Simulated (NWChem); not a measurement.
System: CHBFNO; SMILES B(F)N=C=O

Parts of the log:

```
             Northwest Computational Chemistry Package (NWChem) 7.3.0
             --------------------------------------------------------

 CS  symmetry detected

                             Geometry "geometry" -> ""
                             -------------------------

 Output coordinates in angstroms (scale by  1.889725989 to convert to a.u.)

  No.       Tag          Charge          X              Y              Z
 ---- ---------------- ---------- -------------- -------------- --------------
    1 B                    5.0000    -0.50917700    -1.23537062     0.00000000
    2 F                    9.0000     0.32965858    -2.26835593     0.00000000
    3 H                    1.0000    -1.70543667    -1.44487574     0.00000000
    4 N                    7.0000     0.03276482     0.07800051     0.00000000
    5 C                    6.0000     0.03444194     1.29200555     0.00000000
    6 O                    8.0000     0.10604864     2.46736192     0.00000000

 Effective nuclear repulsion energy (a.u.)     133.0294485953

      Symmetry information
      --------------------

 Group name             Cs
 Group number              2
 Group order               2
 No. of unique centers     6

  pbe96 is a nonlocal functional; adding pw91lda local functional.

                                 NWChem DFT Module
                                 -----------------

 Summary of "ao basis" -> "ao basis" (spherical)
 ------------------------------------------------------------------------------
       Tag                 Description            Shells   Functions and Types
 ---------------- ------------------------------  ------  ---------------------
 B                          def2-svp                 6       14   3s2p1d
 F                          def2-svp                 6       14   3s2p1d
 H                          def2-svp                 3        5   2s1p
 N                          def2-svp                 6       14   3s2p1d
 C                          def2-svp                 6       14   3s2p1d
 O                          def2-svp                 6       14   3s2p1d

      Symmetry analysis of basis
      --------------------------

        a'         54
        a"         21

            General Information
            -------------------
          SCF calculation type: DFT
          Wavefunction type:  closed shell.
          No. of atoms     :     6
          No. of electrons :    36
           Alpha electrons :    18
            Beta electrons :    18
          Charge           :     0
          Spin multiplicity:     1
          Use of symmetry is: on ; symmetry adaption is: on
          Maximum number of iterations: 150
          AO basis - number of functions:    75
                     number of shells:    33
          Convergence on energy requested:  1.00D-06
          Convergence on density requested:  1.00D-05
          Convergence on gradient requested:  5.00D-04

              XC Information
              --------------
          PerdewBurkeErnzerhof Exchange Functional  1.000
            Perdew 1991 LDA Correlation Functional  1.000 local
           PerdewBurkeErnz. Correlation Functional  1.000 non-local

             Grid Information
             ----------------
          Grid used for XC integration:  medium
          Radial quadrature: Mura-Knowles
          Angular quadrature: Lebedev.
          Tag              B.-S. Rad. Rad. Pts. Rad. Cut. Ang. Pts.
          ---              ---------- --------- --------- ---------
          B                   0.85       49           8.0       434
          F                   0.50       49          11.0       434
          H                   0.35       45          10.0       434
          N                   0.65       49           8.0       434
          C                   0.70       49          10.0       434
          O                   0.60       49          11.0       434
          Grid pruning is: on
          Number of quadrature shells:   290
          Spatial weights used:  Erf1

      Superposition of Atomic Density Guess
      -------------------------------------

 Sum of atomic energies:        -290.85593104

      Non-variational initial energy
      ------------------------------

 Total energy =    -292.784866
 1-e energy   =    -662.618228
 2-e energy   =     236.803914
 HOMO         =      -0.376732
 LUMO         =       0.014874

      Symmetry analysis of molecular orbitals - initial
      -------------------------------------------------

  Numbering of irreducible representations:

     1 a'          2 a"

  Orbital symmetries:

     1 a'          2 a'          3 a'          4 a'          5 a'
     6 a'          7 a'          8 a'          9 a'         10 a'
    11 a'         12 a"         13 a'         14 a"         15 a'
    16 a'         17 a"         18 a'         19 a"         20 a'
    21 a'         22 a"         23 a'         24 a'         25 a'
    26 a'         27 a"         28 a'

     ---------------------------------------------
      Total Density - Mulliken Population Analysis
     ---------------------------------------------

    Atom       Charge   Shell Charges
 -----------   ------   -------------------------------------------------------
    1 B    5     4.40   1.99  0.81  0.18  1.08  0.20  0.14
    2 F    9     9.37   1.99  1.15  0.72  3.50  2.00  0.00
    3 H    1     1.09   0.71  0.37  0.01
    4 N    7     7.45   1.99  1.04  0.39  2.56  1.46  0.01
    5 C    6     5.14   1.99  0.89  0.16  1.46  0.54  0.10
    6 O    8     8.55   1.99  1.13  0.64  2.97  1.81  0.02

   convergence    iter        energy       DeltaE   RMS-Dens  Diis-err
 ---------------- ----- ----------------- --------- --------- ---------
 d= 0,ls=0.0,diis     1   -292.7813543541 -4.26D+02  2.65D-02  1.26D+00
 d= 0,ls=0.0,diis     2   -292.2377129250  5.44D-01  1.81D-02  7.33D+00
 d= 0,ls=0.0,diis     3   -292.8862159483 -6.49D-01  7.46D-03  5.01D-01
 d= 0,ls=0.0,diis     4   -292.9161169111 -2.99D-02  3.58D-03  2.06D-01
 d= 0,ls=0.0,diis     5   -292.9393277871 -2.32D-02  7.74D-04  5.01D-03
  Resetting Diis
 d= 0,ls=0.0,diis     6   -292.9397861203 -4.58D-04  2.27D-04  1.01D-03
 d= 0,ls=0.0,diis     7   -292.9398726166 -8.65D-05  1.32D-04  3.98D-05
 d= 0,ls=0.0,diis     8   -292.9398592486  1.34D-05  9.01D-05  1.77D-04
 d= 0,ls=0.0,diis     9   -292.9398763629 -1.71D-05  2.38D-05  6.28D-06
 d= 0,ls=0.0,diis    10   -292.9398768123 -4.49D-07  9.70D-06  1.92D-06

         Total DFT energy =     -292.939876812334
      One electron energy =     -664.792330610897
           Coulomb energy =      274.263061611476
    Exchange-Corr. energy =      -35.440056408187
 Nuclear repulsion energy =      133.029448595274

 Numeric. integr. density =       35.999999962379

                  Occupations of the irreducible representations
                  ----------------------------------------------

                     irrep           alpha         beta
                     --------     --------     --------
                     a'               15.0         15.0
                     a"                3.0          3.0

                       DFT Final Molecular Orbital Analysis
                       ------------------------------------

 Vector   16  Occ=2.000000D+00  E=-3.298700D-01  Symmetry=a'
              MO Center= -3.4D-01, -1.4D+00, -9.7D-17, r^2= 2.6D+00
   Bfn.  Coefficient  Atom+Function         Bfn.  Coefficient  Atom+Function
  ----- ------------  ---------------      ----- ------------  ---------------
    18      0.404832  2 F  px                19      0.276683  2 F  py
    29     -0.271665  3 H  s                 21     -0.261598  2 F  px
    30     -0.220075  3 H  s                  4     -0.218599  1 B  px
    22     -0.194055  2 F  py                36      0.175640  4 N  s
    65     -0.144973  6 O  px                38      0.140468  4 N  py

 Vector   17  Occ=2.000000D+00  E=-2.993457D-01  Symmetry=a"
              MO Center=  4.6D-02,  7.7D-01, -8.9D-16, r^2= 2.7D+00
   Bfn.  Coefficient  Atom+Function         Bfn.  Coefficient  Atom+Function
  ----- ------------  ---------------      ----- ------------  ---------------
    39      0.444597  4 N  pz                67      0.411487  6 O  pz
    42     -0.330943  4 N  pz                70      0.287217  6 O  pz
    20     -0.181472  2 F  pz                23      0.130939  2 F  pz
     6      0.128091  1 B  pz                58      0.053269  5 C  d -1
    53     -0.049604  5 C  pz                 9     -0.044824  1 B  pz

 Vector   18  Occ=2.000000D+00  E=-2.784912D-01  Symmetry=a'
              MO Center= -1.3D-01,  5.5D-01,  2.8D-16, r^2= 3.1D+00
   Bfn.  Coefficient  Atom+Function         Bfn.  Coefficient  Atom+Function
  ----- ------------  ---------------      ----- ------------  ---------------
    37      0.439746  4 N  px                65      0.383991  6 O  px
    40     -0.313038  4 N  px                68      0.276821  6 O  px
    29     -0.192314  3 H  s                 30     -0.178728  3 H  s
     4     -0.123838  1 B  px                18      0.109203  2 F  px
    51     -0.104533  5 C  px                21     -0.069347  2 F  px

 Vector   19  Occ=0.000000D+00  E=-8.353910D-02  Symmetry=a"
              MO Center= -2.8D-01, -2.4D-01,  1.1D-16, r^2= 3.6D+00
   Bfn.  Coefficient  Atom+Function         Bfn.  Coefficient  Atom+Function
  ----- ------------  ---------------      ----- ------------  ---------------
     6      0.529565  1 B  pz                 9     -0.398600  1 B  pz
    53      0.390507  5 C  pz                56      0.304592  5 C  pz
    67     -0.276856  6 O  pz                70     -0.261482  6 O  pz
    20     -0.235241  2 F  pz                23      0.207182  2 F  pz
    44      0.033848  4 N  d -1

[...]
```

Level: PBE/def2-SVP. All runs use the structure optimised with PBE-D3(BJ)/def2-SVP.

Write an input that gives this output.

Several could match; the one computed here: the input that was run:
```
start job
memory heap 200 mb stack 900 mb global 1100 mb
geometry units angstroms noautoz
  B     -0.452350    -1.322339     0.000000
  F      0.441140    -2.308432     0.000000
  H     -1.635524    -1.596253     0.000000
  N      0.017747     0.018427     0.000000
  C     -0.046254     1.230745     0.000000
  O     -0.038337     2.408254     0.000000
end
basis spherical
  B library def2-svp
  F library def2-svp
  H library def2-svp
  N library def2-svp
  C library def2-svp
  O library def2-svp
end
dft
  xc xpbe96 cpbe96
  iterations 150
  mulliken
end
task dft energy
```
